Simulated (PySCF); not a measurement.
Delta-SCF ions had no search for a lower state. Excitations are Tamm–Dancoff values on a coarser integration grid. The basis has no diffuse functions, so Rydberg states are missing or too high.

# H₅NSi₂, SMILES `[SiH2]=N[SiH3]` (charge 0, multiplicity 1)

These are PBE-D3(BJ)/def2-TZVP // CAM-B3LYP-D3(BJ)/def2-TZVP run with PySCF values and carry that method's errors.

HOMO: -5.95 eV
dipole moment: 2.64 D
HOMO–LUMO gap: 3.06 eV
LUMO: -2.90 eV
S1 excitation (TDA): 3.16 eV
S1 oscillator strength: 0.001
brightest of the four lowest singlets (TDA): 4.84 eV
T1 excitation (TDA): 2.86 eV
S1–T1 gap (TDA): 0.30 eV
vertical ionisation energy (Delta-SCF): 8.99 eV
total energy: -17317.21 eV
cost: around 90 core-seconds (rough)

Bonded distances (Å): Si1–N2 1.559, Si1–H4 1.478, Si1–H5 1.474, N2–Si3 1.690, Si3–H6 1.482, Si3–H7 1.482, Si3–H8 1.485. Angles (°): N2–Si1–H4 125.6, N2–Si1–H5 122.7, H4–Si1–H5 111.6, Si1–N2–Si3 162.1, N2–Si3–H6 110.0, N2–Si3–H7 110.1, N2–Si3–H8 113.5, H6–Si3–H7 108.4, H6–Si3–H8 107.5, H7–Si3–H8 107.3.
Charge 0, spin multiplicity 1.
